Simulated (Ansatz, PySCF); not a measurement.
This Ansatz (an electronic-structure program) input computes a PBE/def2-TZVPD energy:

Ansatz 0.2 input:
```yaml
crystal:
  periodic: [false, false, false]
  atoms:
    - {symbol: O, position_ang: [-0.00000000, -0.00000000, -1.51012766]}
    - {symbol: Si, position_ang: [0.00000000, 0.00000000, 0.00000000]}
    - {symbol: O, position_ang: [0.00000000, 0.00000000, 1.51012766]}
basis:
  gaussian:
    orbitals: def2-TZVPD
hamiltonian:
  xc: {name: PBE}
output: {forces: true}
```

### Question
Write an input for the same energy in PySCF and say what it gives.

### Answer

```python
from pyscf import gto, scf, dft

mol = gto.M(
    atom='''
    O    -0.00000000   -0.00000000   -1.51012766
    Si    0.00000000    0.00000000    0.00000000
    O     0.00000000    0.00000000    1.51012766
    ''',
    basis='def2-tzvpd',
    charge=0,
    spin=0,
    verbose=4,
)

mf = dft.RKS(mol, xc='pbe').density_fit(auxbasis='def2-universal-jkfit')
mf.grids.level = 3
mf.conv_tol = 1e-9
mf.max_cycle = 100
mf.max_memory = 1500
mf.kernel()
if not mf.converged:
    mf = mf.newton()
    mf.kernel(mf.make_rdm1())
mf.analyze()
```
It gives -439.73668 Eh, and Ansatz -439.73664 Eh, a difference of 0.04 mEh, from the treatment of integrals and grids.
